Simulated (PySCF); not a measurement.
**Gas-phase XPS of Ge(OAc)H3, computed**

Species: Ge(OAc)H3, C₂H₆GeO₂.
Bonds: Ge1–O2, O2–C3, C3–C4, C3–O5. Hydrogens: H9, H10, H11 on Ge1; H6, H7, H8 on C4.

Method: PySCF, delta-SCF UKS SCAN, pcX-2 on the ionised atom, pcseg-1 elsewhere, spin-free X2C. Binding energies are ΔSCF values: E(core-ionised, relaxed orbitals) − E(ground state) at a fixed geometry, referred to the vacuum level.

**Question.** Give the core binding energies atom by atom.

**Answer.** 
```
atom(s)                 environment  level  binding energy (eV)  above the level's lowest (eV)  count
     O2   oxygen bonded to C and Ge   O 1s               538.55                          +0.97      1
     O5          oxygen bonded to C   O 1s               537.58                           0.00      1
     C3  carbon bonded to C and 2 O   C 1s               294.59                          +3.32      1
     C4  carbon bonded to C and 3 H   C 1s               291.27                           0.00      1
```

The listed C 1s values span 3.32 eV, from C4 (bonded to C and 3 H) to C3 (bonded to 2 O and C).

The listed O 1s values span 0.97 eV, from O5 (bonded to C) to O2 (bonded to C and Ge).

**Question.** Which photon energy gives electrons from C 1s of C3 a kinetic energy of 50 eV, and what is their de Broglie wavelength?

**Answer.** hν = 294.59 + 50 = 344.59 eV, recoil neglected; λ = 12.264 Å/√(E/eV) = 1.73 Å.

No level of germanium is listed. Isolated species at its PBE0-D3(BJ)/def2-SVP geometry (one conformer only).
